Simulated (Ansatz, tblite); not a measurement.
Forces on B₈N⁺ at its PBE0-D4/def2-SVP geometry. Charge 1, multiplicity 1.

The xTB rows come from tblite. The restricted singlet is unstable towards broken spin symmetry in Hartree–Fock (as tested in another run); at PBE-D4/def2-TZVP this wasn't settled. Another isomer (singlet) lies 2.76 eV lower at PBE0-D4/def2-TZVP; other spin states weren't run for this one.

GFN1-xTB (tblite), largest force 2.12 eV/Å:

```xyz
9
positions Å, forces eV/Å
N    -0.536    1.980    1.029    0.049    0.183   -0.054
B     0.715    0.340   -1.045   -0.722    1.366    1.244
B     1.072   -1.409   -1.775    0.201   -0.590   -0.369
B    -1.102    1.057    1.784   -0.786   -1.705    0.995
B     1.526   -0.055   -2.313   -0.503   -0.711    0.684
B     0.084    1.400    0.027    1.138   -0.335   -1.758
B    -1.310   -0.520    1.921    0.880    0.312   -1.290
B    -0.666   -1.424    0.850    0.198    0.772   -0.211
B     0.216   -1.370   -0.477   -0.455    0.710    0.760
```

GFN2-xTB (tblite), largest force 1.51 eV/Å:

```
N 0.209 -0.809 -0.404
B -0.254 0.810 0.478
B -0.040 1.082 0.176
B -0.495 -1.268 0.599
B -0.598 -1.145 0.778
B 0.638 -0.237 -0.992
B 0.718 0.539 -1.015
B 0.187 0.759 -0.201
B -0.366 0.269 0.582
```

PBE-D4/def2-TZVP (Ansatz), largest force 0.73 eV/Å:

```
N 0.022 0.546 0.029
B -0.004 0.358 0.048
B 0.058 0.112 -0.074
B -0.234 -0.633 0.279
B -0.099 -0.138 0.133
B 0.236 -0.404 -0.402
B 0.172 0.200 -0.235
B 0.180 0.123 -0.257
B -0.330 -0.164 0.478
```
